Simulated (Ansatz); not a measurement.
The inner images of a band of F2H5NO2Zr (11 atoms, charge 0, multiplicity 1) are given out of order.

All numbers below come from RKS PBE-D4/def2-SVP in Ansatz.

First end point:

```xyz
11
Properties=species:S:1:pos:R:3
Zr 0.078 -0.117 0.138
N -0.016 -0.029 2.238
H -0.896 0.179 2.726
H 0.742 0.357 2.819
F 1.755 0.441 -0.628
O -1.158 1.261 -0.398
H -1.840 1.858 -0.731
F -0.872 -1.666 -0.567
O 1.300 -2.010 1.043
H 0.798 -2.782 0.714
H 0.821 -1.727 1.876
```

Last end point:

```xyz
11
Properties=species:S:1:pos:R:3
Zr 0.260 -0.406 -0.063
N 0.390 0.074 2.349
H -0.350 0.702 2.687
H 1.291 0.489 2.623
F 1.920 0.612 0.005
O -1.394 0.635 -0.005
H -2.296 0.762 -0.329
F 0.285 -0.996 -1.909
O 0.211 -2.220 0.737
H 0.098 -3.071 0.282
H 0.294 -0.819 2.852
```

Q: Put them in order from the first end to the last, with their energies above the first end.
A.
```xyz
11
Properties=species:S:1:pos:R:3
Zr 0.199 -0.394 -0.076
N 0.109 -0.070 2.291
H -0.831 -0.065 2.705
H 0.663 0.655 2.762
F 1.836 0.356 -0.765
O -1.056 1.101 -0.192
H -1.764 1.757 -0.229
F -0.715 -1.560 -1.314
O 0.857 -2.037 0.963
H 0.874 -2.963 0.671
H 0.539 -1.014 2.416
```
B.
```xyz
11
Properties=species:S:1:pos:R:3
Zr 0.283 -0.451 -0.048
N 0.409 0.090 2.352
H -0.507 0.348 2.744
H 1.048 0.880 2.518
F 2.016 0.444 0.075
O -1.366 0.616 0.123
H -2.141 0.761 -0.443
F 0.212 -0.760 -1.960
O 0.179 -2.297 0.600
H -0.189 -3.162 0.364
H 0.765 -0.703 2.903
```
C.
```xyz
11
Properties=species:S:1:pos:R:3
Zr 0.226 -0.446 -0.075
N 0.371 0.048 2.326
H -0.578 0.221 2.684
H 0.963 0.825 2.647
F 1.931 0.467 -0.224
O -1.339 0.722 0.075
H -2.071 1.207 -0.330
F -0.010 -1.165 -1.859
O 0.268 -2.218 0.836
H 0.240 -3.078 0.383
H 0.709 -0.819 2.766
```
D.
```xyz
11
Properties=species:S:1:pos:R:3
Zr 0.152 -0.224 0.003
N 0.046 -0.142 2.217
H -0.880 -0.130 2.665
H 0.617 0.555 2.715
F 1.798 0.419 -0.751
O -1.067 1.239 -0.311
H -1.789 1.877 -0.376
F -0.815 -1.607 -0.940
O 1.140 -1.960 1.076
H 0.827 -2.879 0.992
H 0.680 -1.382 1.939
```
E.
```xyz
11
Properties=species:S:1:pos:R:3
Zr 0.210 -0.434 -0.100
N 0.243 0.002 2.308
H -0.709 0.093 2.686
H 0.807 0.755 2.723
F 1.905 0.397 -0.516
O -1.186 0.927 -0.080
H -1.945 1.522 -0.131
F -0.352 -1.419 -1.668
O 0.532 -2.150 0.910
H 0.593 -3.019 0.477
H 0.612 -0.910 2.621
```

A: D (+1.7 kcal/mol), A (-12.4 kcal/mol), E (-17.1 kcal/mol), C (-20.5 kcal/mol), B (-21.2 kcal/mol).

The run took 3.3 min on 4 threads of Arm Neoverse V1, on a shared host, peak memory 0.19 GiB.
